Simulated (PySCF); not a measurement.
Simulated C 1s region for `COCC(F)(F)OC`, binding energy against the vacuum level.

Every computed line was given a Gaussian of 0.6 eV full width at half maximum and an area set by the number of equivalent atoms; the highest printed point is 100. Method used: delta-SCF UKS SCAN, pcX-2 on the ionised atom, pcseg-1 elsewhere, spin-free X2C (PySCF 2.14.0).

binding energy (eV), intensity and a bar:
```
    291.4          0 
    291.5          1 
    291.6          2 
    291.7          4 #
    291.8          9 ###
    291.9         17 #####
    292.0         29 #########
    292.1         43 #############
    292.2         57 #################
    292.3         71 #####################
    292.4         84 #########################
    292.5         94 ############################
    292.6        100 ##############################
    292.7         98 #############################
    292.8         86 ##########################
    292.9         67 ####################
    293.0         45 ##############
    293.1         27 ########
    293.2         14 ####
    293.3          6 ##
    293.4          2 #
    293.5          1 
    293.6          0 
    293.7          0 
    293.8          0 
    293.9          0 
    294.0          0 
    294.1          0 
    294.2          0 
    294.3          0 
    294.4          0 
    294.5          0 
    294.6          0 
    294.7          0 
    294.8          0 
    294.9          0 
    295.0          0 
    295.1          0 
    295.2          0 
    295.3          0 
    295.4          0 
    295.5          0 
    295.6          0 
    295.7          0 
    295.8          0 
    295.9          0 
    296.0          1 
    296.1          2 #
    296.2          6 ##
    296.3         11 ###
    296.4         20 ######
    296.5         31 #########
    296.6         40 ############
    296.7         44 #############
    296.8         43 #############
    296.9         35 ##########
    297.0         24 #######
    297.1         15 ####
    297.2          8 ##
    297.3          3 #
    297.4          1 
    297.5          0 
    297.6          0
```

Task: How many maxima does the curve show, and how many computed lines lie under it?

Result: The curve has 2 maxima (at 292.6 and 296.7 eV). Under it lie 4 lines from 4 inequivalent carbon sites. At this width some lines have no maximum of their own.

Task: Decompose the envelope and assign each component. Numbering: `[CH3:1][O:2][CH2:3][C:4]([F:5])([F:6])[O:7][CH3:8]`.

Result: 
| position (eV) | relative area | line | atoms | environment |
| --- | --- | --- | --- | --- |
| 292.26 | 1 | C 1s | C1 | methoxy carbon |
| 292.65 | 1 | C 1s | C3 | sp3 carbon bound to oxygen |
| 292.75 | 1 | C 1s | C8 | methoxy carbon |
| 296.72 | 1 | C 1s | C4 | CF2 carbon |

Task: What are the centre and the root-mean-square width of the whole band?

Result: The area-weighted mean of the lines is 293.59 eV. Their own spread about it is 1.81 eV (rms) and each Gaussian has σ = 0.6/2.355 = 0.25 eV; the variances add, which gives 1.83 eV.

Lowest listed C 1s: C1, bonded to O and 3 H. Highest, 4.46 eV above it: C4, bonded to 2 F, O and C.

No satellites, vibrations or lifetime broadening are included. One conformer (not necessarily the lowest) at the PBE0-D3(BJ)/def2-SVP geometry, without solvent, vibrations or thermal averaging.

Conformer computed: `[CH3:1][O:2][CH2:3][C:4]([F:5])([F:6])[O:7][CH3:8]`: C1–O2–C3–C4 -77°, O2–C3–C4–F5 -49°, C3–C4–O7–C8 179°.
